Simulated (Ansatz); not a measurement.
**C2F4O (trifluoroacetyl fluoride): a line through the functionals**

C2F4O: 7 atoms, total charge 0, spin state singlet. SMILES: `O=C(F)C(F)(F)F`. Geometry: relaxed at PBE0-D4/def2-TZVP.

The electronic atomisation energy y, in eV, basis cc-pVDZ; a is the functional's share of exact exchange. Programs: Ansatz 0.2.0.

| functional | program | a | y (eV) |
| --- | --- | --- | --- |
| BLYP | Ansatz | 0 | 32.19 |
| PBE | Ansatz | 0 | 33.86 |
| B3LYP | Ansatz | 0.2 | 31.22 |
| PBE0 | Ansatz | 0.25 | 31.74 |
| r2SCAN0 | Ansatz | 0.25 | ? |
| BHLYP | Ansatz | 0.5 | 28.70 |

**Question.** Fit y = c + s·a to the known rows and predict r2SCAN0.

**Answer.** 
1. Means of the 5 rows: a = 0.1900, y = 31.542.
2. Σ(Δa)² = 0.172, Σ(Δa·Δy) = -1.4359, so the slope is -1.4359/0.172 = -8.3483.
3. Intercept: 31.542 − (-8.3483) × 0.1900 = 33.128. The largest residual of the fit is 0.94.
4. r2SCAN0: 33.128 + (-8.3483) × 0.25 = 31.04 eV.

The run gave 30.32 eV, so the prediction is off by +0.72 eV, within the largest residual. The rows mix families of semi-local functionals, which the line can't see.
